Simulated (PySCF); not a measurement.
**Bond length, frequency and bond energy of ZnS by level of theory**

State: ¹Σ⁺ (singlet), closed shell. Set-up: PySCF, no relativity, basis sets Zn def2-TZVPP, S def2-TZVPP. De refers to Zn + S in their high-spin ground configurations, without counterpoise correction. A positive dipole means Zn(−)S(+).

| Level | Re (Å) | ωe (cm⁻¹) | De (eV) | μ (D) |
| --- | --- | --- | --- | --- |
| RHF | 2.091 | 440 | -0.214 | -7.24 |
| RHF-MP2 | 2.047 | 477 | 1.56 | n/a |
| RHF-SCS-MP2 | 2.065 | 459 | 1.38 | n/a |
| RHF-CCSD | 2.078 | 440 | 1.03 | n/a |
| RHF-CCSD(T) | 2.076 | 445 | 1.28 | n/a |
| LDA | 2.025 | 480 | 2.30 | -4.58 |
| PBE | 2.064 | 453 | 1.66 | -4.80 |
| BP86 | 2.066 | 448 | 1.60 | -4.75 |
| r²SCAN | 2.040 | 477 | 1.61 | -5.21 |
| PBE0 | 2.056 | 464 | 1.45 | -5.51 |
| M06 | 2.061 | 453 | 1.23 | -4.76 |
| BHandHLYP | 2.071 | 448 | 0.97 | -5.88 |
| ωB97M-V | 2.055 | 462 | 1.41 | -5.71 |

Problem. Which functional lies closest to RHF-CCSD(T) in De, which farthest, and by how much do they differ from it?

Solution. Closest is M06 (-1.5 pm in Re, +1.8 % in ωe, -0.05 eV in De against RHF-CCSD(T) in the same basis), farthest LDA (-5.1 pm in Re, +7.9 % in ωe, +1.02 eV in De). CCSD(T) converges more slowly with the basis than the functionals do and binds too weakly in this one, so the order can change at the basis-set limit.

Problem. What does the step from GGA to meta-GGA do here, going from PBE to r²SCAN?

Solution. r²SCAN less PBE: -2.4 pm in Re, +5.3 % in ωe, -0.05 eV in De. 

Problem. What does the triples do here, going from RHF-CCSD to RHF-CCSD(T)?

Solution. RHF-CCSD(T) less RHF-CCSD: -0.2 pm in Re, +1.1 % in ωe, +0.25 eV in De. Correlation nearly always deepens the well. The bond shortens, as in weak, metallic or heavy-atom bonds, where dispersion and the correlation of outer-core electrons pull the atoms together.

Correlated steps freeze 10 core orbitals. Where the molecule has an RHF reference, its open-shell atoms are computed with UHF. The CCSD T1 diagnostic is raised, a sign that a single reference may not be enough here. A negative De means that the minimum lies above the separated atoms at that level.

The whole job (state search and all levels along the bond) took about 12 min on 2 threads of Arm Neoverse V1 (shared host), peak memory 4.1 GiB.
